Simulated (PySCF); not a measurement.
Spinor energies of Se (selenium, neutral)

Start: [Ar] 3d10 4s1 4p5; 4s1/2 filled at m_j = +1/2; 4p1/2 filled at m_j = -1/2, +1/2; 4p3/2 filled at m_j = -1/2, +1/2, +3/2. Calculated with PySCF 2.14 in x2c-TZVPall-2c (6s7p4d1f, 54 functions): generalised Hartree-Fock with the X2C-1e Hamiltonian and a Gaussian nucleus; one run each with spin-orbit coupling (SO) switched off, then screened by Boettger's factors. This is a chosen level, not necessarily the ground level.

```tsv
spinor shell	electrons	ε, spin-free (eV)	ε, screened SO (eV)	weight of nominal j (screened SO)	rms radius, screened SO (bohr)
1s1/2	2	-12739.5	-12739.1	1.000	0.0508
2s1/2	2	-1698.3	-1698.2	1.000	0.212
2p1/2	2	-1489.0	-1517.6	1.000	0.187
2p3/2	4	-1489.0	-1475.2	1.000	0.190
3s1/2	2	-252.56	-252.49	1.000	0.613
3p1/2	2	-184.96	-189.24	0.998	0.628
3p3/2	4	-184.96	-182.83	0.999	0.639
3d3/2	4	-72.617	-73.168	0.978	0.694
3d5/2	6	-72.617	-72.158	0.986	0.696
4s1/2	1	-27.745	-27.700	1.000	1.93
4p1/2	2	-10.994	-10.779	0.661	2.49
4p3/2	3	-10.994	-11.146	0.774	2.46
```

| quantity | spin-free | screened SO |
| --- | --- | --- |
| E (hartree) | -2427.57253 | -2427.69204 |
| M_J | 2 | 2 |
| ⟨J²⟩ | 6.042 | 6.042 |
| ⟨L²⟩ | 2.004 | 2.007 |
| ⟨S²⟩ | 2.038 | 2.037 |

Each row is a mean over spinors that exchange with the open shell spreads, by up to 4.735 eV (4p1/2).

Rows whose weight is well below 1 are mixtures of j = l ± 1/2: exchange outweighs spin-orbit coupling there, and the label is only the starting occupation.

Without spin-orbit coupling the j labels of p, d and f shells carry no meaning; the spin-free column gives the mean over the occupied spinors of each nl shell.
